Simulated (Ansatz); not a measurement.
Wavefunction ladder for CAlF2NO, SMILES `O=C=[N][Al]([F])[F]`

```xyz
6

O     2.207    0.203   -1.887
C     1.323    0.122   -1.137
N     0.413    0.038   -0.365
Al   -0.898   -0.082    0.769
F    -2.135   -1.110    0.499
F    -0.910    0.830    2.121
```

The species carries charge 0 and has multiplicity 1. The geometry is a stationary point of PBE0-D4/def2-TZVP. It is one conformer, not always the lowest. Frozen core, restricted reference, the Gaussian-basis code of Ansatz. CBS rows extrapolate triple and quadruple zeta.

```json
{"basis": "def2-SVP", "HF (Eh)": "-607.83198", "MP2 corr.": "-0.87680"}
{"basis": "def2-TZVPP", "HF (Eh)": "-608.37967", "MP2 corr.": "-1.12664"}
{"basis": "def2-QZVPP", "HF (Eh)": "-608.40434", "MP2 corr.": "-1.22303"}
{"basis": "cc-pV(D+d)Z", "HF (Eh)": "-608.22389", "MP2 corr.": "-0.88203"}
{"basis": "cc-pV(T+d)Z", "HF (Eh)": "-608.36234", "MP2 corr.": "-1.13353"}
{"basis": "cc-pV(Q+d)Z", "HF (Eh)": "-608.39846", "MP2 corr.": "-1.22720"}
```

(1) Estimate the CCSD correlation energy and the (T) correction in each basis where they were run (hartree).

## Answers

(1) 
```csv
basis,CCSD corr.,(T)
def2-SVP,-0.88032,-0.02405
def2-TZVPP,-1.12016,-0.04385
def2-QZVPP,-1.20639,-0.05034
CBS(def2),-1.27026,-0.05514
cc-pV(D+d)Z,-0.88431,-0.02479
cc-pV(T+d)Z,-1.12504,-0.04465
cc-pV(Q+d)Z,-1.21038,-0.05039
CBS(cc),-1.27113,-0.05448
```
